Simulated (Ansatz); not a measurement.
Consider the redistribution: `I[SiH]1CS1` + `[SiH3][SnH]1[CH2][CH2]1` → `[SiH3][SiH]1CS1` + `[I][SnH]1[CH2][CH2]1`.

Computed with Ansatz on PBE0-D4/def2-TZVP structures; ΔE is electronic, products minus reactants. CBS: MP2 limit from def2 TZ/QZ plus the TZ coupled-cluster correction, frozen cores. DFT in def2-TZVPP. HSE06 is defined as in plane-wave codes. def2 core potentials past Kr. For I, Sn outer-core shells are correlated without core-valence functions, which leaves a few kJ/mol of doubt a bond.

`I[SiH]1CS1`:

Cartesian coordinates in Å:
```
I 1.319 -2.461 -0.542
Si 0.645 -0.139 -0.505
C -0.841 0.358 0.447
S 0.739 0.963 1.248
H 0.980 0.503 -1.790
H -1.481 1.162 0.097
H -1.360 -0.386 1.044
```

`[SiH3][SnH]1[CH2][CH2]1`:

```xyz
12

Si    0.123    1.429    1.385
Sn    1.549    0.332   -0.537
C    -0.220   -0.937   -1.701
C    -0.776   -0.943   -0.455
H    -0.485    0.525    2.403
H     1.004    2.383    2.120
H    -0.990    2.231    0.795
H     2.045   -1.072    0.408
H    -0.559   -0.243   -2.461
H     0.403   -1.758   -2.036
H    -1.542   -0.226   -0.183
H    -0.552   -1.722    0.262
```

`[SiH3][SiH]1CS1`:

Cartesian coordinates in Å:
```
Si -0.148 1.799 -0.067
Si 0.314 -0.405 -0.651
C -0.207 -1.757 0.498
S 1.615 -1.456 0.617
H -0.363 1.843 1.402
H -1.369 2.287 -0.766
H 0.994 2.676 -0.434
H 0.368 -0.737 -2.096
H -0.458 -2.731 0.088
H -0.746 -1.517 1.409
```

`[I][SnH]1[CH2][CH2]1`:

```xyz
9

I     1.352   -2.366    1.422
Sn    1.544    0.359    0.902
C    -0.984    0.561    0.352
C    -0.581    0.068   -0.839
H     1.975    0.140   -0.805
H    -1.169    1.620    0.492
H    -1.277   -0.103    1.159
H    -0.476   -0.998   -1.000
H    -0.383    0.718   -1.683
```

| level | ΔE (kcal/mol) | difference from CCSD(T)/CBS |
| --- | --- | --- |
| LDA (SPW92) | -7.5 | 3.3 |
| r2SCAN-D4 | -9.9 | 0.9 |
| BHLYP-D4 | -13.6 | -2.8 |
| CAM-B3LYP-D4 | -12.7 | -1.9 |
| BLYP | -13.1 | -2.3 |
| HSE06 | -10.5 | 0.3 |
| LC-ωPBE | -10.9 | -0.1 |
| MP2/def2-SVP | -10.8 | 0.0 |
| SCS-MP2/def2-QZVPP | -10.9 | -0.1 |
| MP2/CBS(def2) | -9.3 | 1.5 |
| CCSD(T)/CBS | -10.8 | 0 |

Largest T1 diagnostic among the species: 0.016.

In def2-TZVPP, CCSD(T) changes the Hartree–Fock value by +7.4 kcal/mol (the triples alone add +1.2 kcal/mol) and MP2 by +8.9 kcal/mol. At CCSD(T), def2-SVP lies −1.2 kcal/mol from the extrapolated value and def2-TZVPP +1.0 kcal/mol. Leaving LDA and LC-ωPBE aside and taking each functional with its dispersion term where it has one, the values, not all of them listed here, spread over 4.1 kcal/mol, from BHLYP-D4 to PBE-QIDH. LDA lies +2.6 kcal/mol from PBE without D4.
